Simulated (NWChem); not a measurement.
System: BGeH4OF; SMILES O[B](F)[GeH3]

```xyz
8

B      0.0519     1.0210    -0.0007
F     -1.0803     1.7322     0.0019
Ge    -0.0182    -1.0517    -0.0003
H     -0.7145    -1.5674     1.2742
H     -0.8317    -1.5681    -1.2027
H      1.3887    -1.6692    -0.0651
O      1.2269     1.6732    -0.0009
H      1.1171     2.6345     0.0016
```
Atoms are numbered in this order, from 1.

The geometry was optimised at PBE0/def2-SVP.

Q: Give the principal values of the shielding tensors (ppm) of B1, F2, Ge3, O7 from PBE/pcSseg-1, GIAO (NWChem), with their diamagnetic and paramagnetic parts as GIAO splits them.

A: 
```tsv
atom	σ11	σ22	σ33	isotropic	diamagnetic	paramagnetic
B1	36.8	75.0	78.8	63.5	196.6	-133.1
F2	12.7	237.3	328.2	192.7	473.2	-280.4
Ge3	1617.0	1639.2	1696.1	1650.8	2758.6	-1107.8
O7	20.6	225.3	236.3	160.7	388.6	-227.9
```
